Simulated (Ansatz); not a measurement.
Input file for `[CH3][W]([CH3])(=[NH])=[NH]`:

```yaml
crystal:
  periodic: [false, false, false]
  atoms:
    - {symbol: C, position_ang: [-1.786844, 0.658865, -0.354102]}
    - {symbol: W, position_ang: [0.279788, 0.217114, -0.161703]}
    - {symbol: C, position_ang: [0.680704, -1.517229, 0.993528]}
    - {symbol: N, position_ang: [0.898960, -0.077148, -1.771318]}
    - {symbol: N, position_ang: [1.025451, 1.570359, 0.658947]}
    - {symbol: H, position_ang: [-1.979748, 1.551794, -0.952736]}
    - {symbol: H, position_ang: [-2.293722, -0.184840, -0.835626]}
    - {symbol: H, position_ang: [-2.216564, 0.821380, 0.640626]}
    - {symbol: H, position_ang: [1.747321, -1.733248, 1.085762]}
    - {symbol: H, position_ang: [0.201415, -2.383475, 0.524029]}
    - {symbol: H, position_ang: [0.276636, -1.381038, 2.002871]}
    - {symbol: H, position_ang: [1.497763, 0.114129, -2.559497]}
    - {symbol: H, position_ang: [1.668840, 2.343326, 0.729219]}
basis:
  gaussian: {orbitals: def2-TZVPP}
correlation: {method: ccsd_t}
output: {orbitals: {seedname: orbitals}}
```

```sh
$ ansatz run in.yaml --threads 4 --pin off --events-out ev --progress --plain --max-ram 11315MiB
```

Output of Ansatz, abridged:

```
Functional definition: HF
1755 factors; integrals over basis functions are off by at most 1.1e-3 eV
mean field evaluation 1: about -6950.6683 eV, gradient 6.7e1 eV
mean field evaluation 2: about -6950.8863 eV, gradient 6.7e1 eV
mean field evaluation 4: about -6959.4139 eV, gradient 1.2e1 eV
mean field evaluation 8: about -6959.8144 eV, gradient 5.6e-1 eV
mean field evaluation 16: about -6959.8163 eV, gradient 1.7e-6 eV
mean field -6959.81632014 eV, -255.7685322323 hartree, gradient 1.7e-6 eV, S^2 0.000000; 0 other end points of the search recorded, 0 dependent functions left out
4 core orbitals not correlated: weight in the atoms' cores, before any rotation towards them, 1.000 or more for the frozen orbitals, at most 0.000 for the correlated occupied ones
reference -6959.81632014 eV, -255.7685322323 hartree; 20, 20 occupied and 268, 268 virtual orbitals, 1755 factors
second order -35.54718796 eV of doubles, -0.00000000 eV of singles
cycle   1  -33.10430486 eV  change     2.4e0 eV  update   2.5e-1
cycle   2  -34.51797620 eV  change    -1.4e0 eV  update   1.5e-1
cycle   3  -34.89154044 eV  change   -3.7e-1 eV  update   3.8e-2
cycle   4  -34.89239478 eV  change   -8.5e-4 eV  update   1.6e-2
cycle   5  -34.88534488 eV  change    7.0e-3 eV  update   5.3e-3
cycle   6  -34.88813093 eV  change   -2.8e-3 eV  update   2.4e-3
cycle   7  -34.88716677 eV  change    9.6e-4 eV  update   1.2e-3
cycle   8  -34.88682546 eV  change    3.4e-4 eV  update   3.9e-4
cycle   9  -34.88718374 eV  change   -3.6e-4 eV  update   1.5e-4
cycle  10  -34.88713912 eV  change    4.5e-5 eV  update   5.1e-5
cycle  11  -34.88706608 eV  change    7.3e-5 eV  update   2.6e-5
cycle  12  -34.88708004 eV  change   -1.4e-5 eV  update   9.5e-6
perturbative correction -1.95855518 eV, -0.0719755753 hartree
Total energy: -6996.66195536 eV, -257.1225843517 hartree
```

Run time 27 min (4 threads of an Arm Neoverse V2 on a shared host); peak host memory 4.5 GiB.

The correlation energy is -36.846 eV, 5.3 % of it from (T); the T1 diagnostic reads 0.0203.
